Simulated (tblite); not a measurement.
A geometry optimisation, step by step.

C₄H₆O₂Se.
Numbering: `[CH3:1][C:2](=[O:3])[C@@H:4]([SeH:5])[CH:6]=[O:7]` (hydrogens: H8, H9, H10 on C1; H11 on C4; H12 on Se5; H13 on C6)

Computed with GFN2-xTB (tblite), gas phase: L-BFGS steps from a force-field or distance-geometry start until the largest atomic force falls under 0.01 eV/Å. 8 of its 120 geometries are shown.

Step 0: E = -621.9785 eV, largest atomic force 4.099 eV/Å
```
atom  x, y, z in Å  |  force x, y, z in eV/Å
C1      1.846    0.253    0.068    0.285   0.144   0.660
C2      0.612   -0.476   -0.354    1.838  -3.656  -0.235
O3      0.729   -1.703   -0.493   -0.406   1.852   0.280
C4     -0.700    0.149   -0.590   -0.509  -0.303   1.114
Se5    -1.953   -1.323   -0.969   -1.168  -0.699  -0.194
C6     -1.181    0.817    0.671   -0.225   2.731  -0.785
O7     -1.382    2.024    0.616    0.006  -1.579   0.737
H8      2.706   -0.442    0.045   -0.506   0.223  -0.112
H9      2.038    1.058   -0.633    0.025   0.404   0.333
H10     1.759    0.578    1.135   -0.080   0.186  -0.991
H11    -0.714    0.820   -1.458   -0.082   0.043   0.266
H12    -2.430   -2.005    0.334    0.713   0.767  -0.543
H13    -1.336    0.249    1.612    0.108  -0.113  -0.529
```

Step 17: E = -622.6238 eV, largest atomic force 0.128 eV/Å
```
atom  x, y, z in Å  |  force x, y, z in eV/Å
C1      1.796    0.227    0.049   -0.001  -0.036  -0.012
C2      0.648   -0.663   -0.331    0.002  -0.009   0.039
O3      0.723   -1.853   -0.459   -0.073   0.019   0.051
C4     -0.663    0.088   -0.538    0.055   0.044   0.006
Se5    -2.115   -1.182   -1.008    0.023   0.015   0.125
C6     -1.160    0.845    0.661   -0.101  -0.016  -0.016
O7     -1.410    2.015    0.672    0.046   0.052  -0.016
H8      2.724   -0.340    0.051   -0.015   0.010  -0.028
H9      1.870    1.065   -0.641    0.015  -0.011   0.081
H10     1.622    0.619    1.053   -0.021   0.039  -0.073
H11    -0.559    0.780   -1.381   -0.026  -0.012  -0.031
H12    -2.139   -1.808    0.305    0.039  -0.019  -0.114
H13    -1.343    0.208    1.549    0.057  -0.079  -0.011
```

Step 34: E = -622.6629 eV, largest atomic force 0.560 eV/Å
```
atom  x, y, z in Å  |  force x, y, z in eV/Å
C1      1.774    0.221    0.023   -0.070  -0.072  -0.055
C2      0.569   -0.632   -0.256   -0.037   0.385   0.018
O3      0.551   -1.819   -0.110   -0.031  -0.559   0.024
C4     -0.696    0.145   -0.578    0.058   0.058  -0.018
Se5    -2.217   -1.070   -0.944   -0.030   0.095  -0.158
C6     -1.154    0.873    0.653    0.232  -0.029   0.052
O7     -1.361    2.047    0.730   -0.125   0.072   0.022
H8      2.662   -0.415    0.028   -0.093   0.213  -0.008
H9      1.869    1.037   -0.695    0.032  -0.116   0.146
H10     1.626    0.642    1.024    0.120   0.025  -0.188
H11    -0.582    0.826   -1.423    0.034   0.032  -0.023
H12    -1.778   -2.032    0.023    0.065  -0.192   0.077
H13    -1.269    0.178    1.506   -0.157   0.088   0.110
```

Step 51: E = -622.7238 eV, largest atomic force 0.055 eV/Å
```
atom  x, y, z in Å  |  force x, y, z in eV/Å
C1      1.764    0.185   -0.014    0.002   0.004  -0.009
C2      0.526   -0.646   -0.142   -0.004  -0.046  -0.007
O3      0.489   -1.832    0.061   -0.023   0.028  -0.002
C4     -0.716    0.160   -0.475    0.001  -0.038  -0.036
Se5    -2.232   -1.051   -0.906    0.018   0.012   0.051
C6     -1.186    0.945    0.722    0.003  -0.015  -0.020
O7     -1.388    2.124    0.721    0.000  -0.034   0.020
H8      2.645   -0.450   -0.032    0.015  -0.016   0.015
H9      1.821    0.934   -0.797    0.017   0.033  -0.008
H10     1.720    0.700    0.947    0.025   0.038  -0.006
H11    -0.554    0.829   -1.325    0.012   0.008   0.019
H12    -1.528   -2.206   -0.387   -0.024   0.011  -0.014
H13    -1.366    0.309    1.609   -0.043   0.014  -0.004
```

Step 68: E = -622.7282 eV, largest atomic force 0.064 eV/Å
```
atom  x, y, z in Å  |  force x, y, z in eV/Å
C1      1.777    0.184   -0.030    0.006   0.012  -0.019
C2      0.528   -0.636   -0.124   -0.019  -0.014   0.042
O3      0.481   -1.815    0.108    0.000  -0.034   0.000
C4     -0.715    0.165   -0.465   -0.018  -0.003  -0.011
Se5    -2.229   -1.043   -0.896    0.010   0.000  -0.030
C6     -1.209    0.931    0.735    0.011   0.024   0.035
O7     -1.364    2.117    0.769    0.007  -0.002  -0.018
H8      2.649   -0.465   -0.011    0.007  -0.034   0.014
H9      1.851    0.882   -0.857    0.011   0.055  -0.030
H10     1.748    0.757    0.897   -0.025   0.019  -0.017
H11    -0.552    0.845   -1.304    0.034   0.028  -0.011
H12    -1.503   -2.200   -0.423   -0.019  -0.026   0.013
H13    -1.465    0.276    1.586   -0.005  -0.025   0.033
```

Step 85: E = -622.7414 eV, largest atomic force 0.072 eV/Å
```
atom  x, y, z in Å  |  force x, y, z in eV/Å
C1      1.805    0.188   -0.107   -0.013   0.010  -0.021
C2      0.534   -0.601   -0.060   -0.001  -0.058  -0.032
O3      0.465   -1.758    0.265   -0.013   0.070   0.009
C4     -0.713    0.194   -0.428   -0.009  -0.016   0.003
Se5    -2.125   -1.035   -1.085    0.057  -0.021   0.032
C6     -1.275    0.857    0.805    0.032   0.037   0.040
O7     -1.230    2.034    1.009    0.001  -0.003  -0.003
H8      2.655   -0.451    0.126   -0.050   0.007   0.048
H9      1.943    0.622   -1.095   -0.020   0.007  -0.016
H10     1.748    1.005    0.611   -0.002   0.011  -0.001
H11    -0.504    0.956   -1.184    0.024  -0.046  -0.002
H12    -1.547   -2.162   -0.379   -0.039   0.033  -0.051
H13    -1.760    0.153    1.504    0.031  -0.031  -0.005
```

Step 102: E = -622.7512 eV, largest atomic force 0.091 eV/Å
```
atom  x, y, z in Å  |  force x, y, z in eV/Å
C1      1.785    0.202   -0.104    0.002  -0.024  -0.030
C2      0.525   -0.605   -0.061    0.001  -0.046   0.020
O3      0.461   -1.763    0.259   -0.008   0.079  -0.026
C4     -0.716    0.193   -0.424    0.008   0.000  -0.011
Se5    -2.151   -1.000   -1.087    0.036  -0.018   0.022
C6     -1.239    0.841    0.836   -0.027   0.073  -0.048
O7     -1.188    2.014    1.063    0.017  -0.067  -0.010
H8      2.615   -0.382    0.285   -0.005   0.026  -0.006
H9      1.990    0.480   -1.139    0.028  -0.013   0.037
H10     1.668    1.121    0.469   -0.025  -0.039  -0.014
H11    -0.495    0.952   -1.179   -0.018   0.031   0.013
H12    -1.563   -2.167   -0.466    0.000   0.010  -0.006
H13    -1.699    0.116    1.528   -0.009  -0.011   0.058
```

Step 119: E = -622.7539 eV, largest atomic force 0.008 eV/Å
```
atom  x, y, z in Å  |  force x, y, z in eV/Å
C1      1.780    0.203   -0.108    0.003   0.003   0.000
C2      0.521   -0.603   -0.076    0.001   0.005   0.000
O3      0.459   -1.767    0.219   -0.002  -0.007   0.002
C4     -0.725    0.199   -0.419    0.002   0.000  -0.002
Se5    -2.156   -0.996   -1.081   -0.002  -0.001  -0.002
C6     -1.234    0.835    0.853    0.001  -0.002   0.000
O7     -1.163    2.004    1.093    0.005   0.005   0.000
H8      2.587   -0.343    0.376   -0.003   0.005  -0.002
H9      2.053    0.389   -1.147   -0.002   0.001   0.005
H10     1.628    1.165    0.377    0.000  -0.004  -0.002
H11    -0.514    0.971   -1.163   -0.001  -0.001   0.000
H12    -1.548   -2.166   -0.488    0.000  -0.002  -0.001
H13    -1.694    0.110    1.547   -0.002  -0.002   0.001
```

**Question.** Summarise the path.

**Answer.** The energy falls by 74.81 kJ/mol from step 0 to step 119; nine tenths of that is first reached at step 37. It never rises by more than 0.2 meV. The largest force goes from 4.099 to 0.008 eV/Å. Among the bonds Se5–H12 changes most, from 1.546 to 1.445 Å; the atoms move by 0.607 Å rms after alignment.

The cost below is that of the whole relaxation. Hardware: one thread of an Arm Neoverse N1, no GPU, on a shared host. Cost: 1.1 s wall.
